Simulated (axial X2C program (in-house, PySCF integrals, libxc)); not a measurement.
Spin–orbit effects along a row: molecules with F (ions), PBE0

All values come from calculations with an in-house relativistic program for diatomic molecules, spin-free (one-electron X2C) or two-component (2c: spin–orbit coupling with atomic mean-field Coulomb and Gaunt terms, which also bring small scalar terms), in Dyall basis sets with cores contracted in-house; open shells are unrestricted.

Basis sets: F dyall-av3z, I dyall-cv3z, In dyall-cv3z, Nb dyall-cv3z, Ru dyall-cv3z, Sb dyall-cv3z, Sn dyall-cv3z, Sr dyall-cv3z, Tc dyall-cv3z, Te dyall-cv3z, Y dyall-cv3z, Zr dyall-cv3z.

```json
{"molecule": "SrF⁺", "spin-free state": "M_S = 0, Λ = 0", "Re (Å)": "1.986", "ωe (cm⁻¹)": "593.1", "De (eV)": "5.78", "2c state": "Ω = 0", "Re 2c (Å)": "1.986", "ωe 2c (cm⁻¹)": "593.1", "De 2c (eV)": "5.78"}
{"molecule": "YF⁺", "spin-free state": "M_S = 1/2, Λ = 0", "Re (Å)": "1.869", "ωe (cm⁻¹)": "710.2", "De (eV)": "n/a", "2c state": "Ω = 1/2", "Re 2c (Å)": "1.869", "ωe 2c (cm⁻¹)": "710.1", "De 2c (eV)": "n/a"}
{"molecule": "ZrF⁺", "spin-free state": "M_S = 1, Λ = 2", "Re (Å)": "1.814", "ωe (cm⁻¹)": "751.6", "De (eV)": "6.10", "2c state": "Ω = 1", "Re 2c (Å)": "1.815", "ωe 2c (cm⁻¹)": "751.1", "De 2c (eV)": "n/a"}
{"molecule": "NbF⁺", "spin-free state": "M_S = 3/2, Λ = 0", "Re (Å)": "1.782", "ωe (cm⁻¹)": "750.4", "De (eV)": "5.26", "2c state": "Ω = 3/2", "Re 2c (Å)": "1.783", "ωe 2c (cm⁻¹)": "749.6", "De 2c (eV)": "n/a"}
{"molecule": "TcF⁺", "spin-free state": "M_S = 5/2, Λ = 0", "Re (Å)": "1.838", "ωe (cm⁻¹)": "690.8", "De (eV)": "4.07", "2c state": "Ω = 5/2", "Re 2c (Å)": "1.838", "ωe 2c (cm⁻¹)": "690.6", "De 2c (eV)": "4.07"}
{"molecule": "RuF⁺", "spin-free state": "M_S = 2, Λ = 2", "Re (Å)": "1.815", "ωe (cm⁻¹)": "712.6", "De (eV)": "3.49", "2c state": "Ω = 4", "Re 2c (Å)": "1.815", "ωe 2c (cm⁻¹)": "712.5", "De 2c (eV)": "n/a"}
{"molecule": "InF⁺", "spin-free state": "M_S = 1/2, Λ = 0", "Re (Å)": "1.908", "ωe (cm⁻¹)": "585.2", "De (eV)": "1.19", "2c state": "Ω = 1/2", "Re 2c (Å)": "1.909", "ωe 2c (cm⁻¹)": "585.3", "De 2c (eV)": "1.20"}
{"molecule": "SnF⁺", "spin-free state": "M_S = 0, Λ = 0", "Re (Å)": "1.875", "ωe (cm⁻¹)": "690.0", "De (eV)": "5.10", "2c state": "Ω = 0", "Re 2c (Å)": "1.875", "ωe 2c (cm⁻¹)": "689.6", "De 2c (eV)": "n/a"}
{"molecule": "SbF⁺", "spin-free state": "M_S = 1/2, Λ = 1", "Re (Å)": "1.848", "ωe (cm⁻¹)": "723.2", "De (eV)": "4.30", "2c state": "Ω = 1/2", "Re 2c (Å)": "1.851", "ωe 2c (cm⁻¹)": "719.3", "De 2c (eV)": "n/a"}
{"molecule": "TeF⁺", "spin-free state": "M_S = 1, Λ = 0", "Re (Å)": "1.833", "ωe (cm⁻¹)": "734.5", "De (eV)": "3.38", "2c state": "Ω = 1", "Re 2c (Å)": "1.835", "ωe 2c (cm⁻¹)": "730.4", "De 2c (eV)": "3.26"}
{"molecule": "IF⁺", "spin-free state": "M_S = 1/2, Λ = 1", "Re (Å)": "1.832", "ωe (cm⁻¹)": "731.9", "De (eV)": "2.77", "2c state": "Ω = 3/2", "Re 2c (Å)": "1.840", "ωe 2c (cm⁻¹)": "716.7", "De 2c (eV)": "2.75"}
```

(1) Work out the shifts from the spin-free to the two-component result.

Fragments in 2c: Sr+ + F, Y+ + F, Zr+ + F, Nb+ + F, Tc+ + F, Ru+ + F, In+ + F, Sn+ + F, Sb+ + F, Te+ + F, I+ + F. Each entry is the lowest single determinant of a limited PBE0 search at one distance. De goes to single-determinant-based atoms at the same level (for ions the charge split of lowest energy) and is withheld (n/a) where an atom does not fit its ground term or J level. Main or longest-lived isotopes. One determinant is a doubtful description, or other states lie close, for ZrF⁺, NbF⁺, TcF⁺, RuF⁺, TeF⁺; these need not be ground states, and all values refer to the states named. Some open-shell Ω = 0 determinants are out of reach, so the Ω given for RuF⁺, TeF⁺ need not be the lowest component. With several unpaired electrons the Ω given is that of one determinant, not necessarily of the lowest component. Some light 2c atoms are not at their ground J level, so De misses part of their lowering (0.04 eV or less). The functionals have no current term, which raises determinants with orbital currents.

## Answers

(1) 

```csv
molecule,2c state,ΔRe (Å),Δωe (cm⁻¹),ΔDe (eV)
SrF⁺,Ω = 0,0.000,0.0,0.00
YF⁺,Ω = 1/2,0.000,-0.1,n/a
ZrF⁺,Ω = 1,0.001,-0.5,n/a
NbF⁺,Ω = 3/2,0.001,-0.8,n/a
TcF⁺,Ω = 5/2,0.000,-0.2,0.00
RuF⁺,Ω = 4,0.000,-0.1,n/a
InF⁺,Ω = 1/2,0.001,0.1,0.01
SnF⁺,Ω = 0,0.000,-0.4,n/a
SbF⁺,Ω = 1/2,0.003,-3.9,n/a
TeF⁺,Ω = 1,0.002,-4.1,-0.12
IF⁺,Ω = 3/2,0.008,-15.2,-0.02
```

Shifts of one unit in the last digit are rounding.
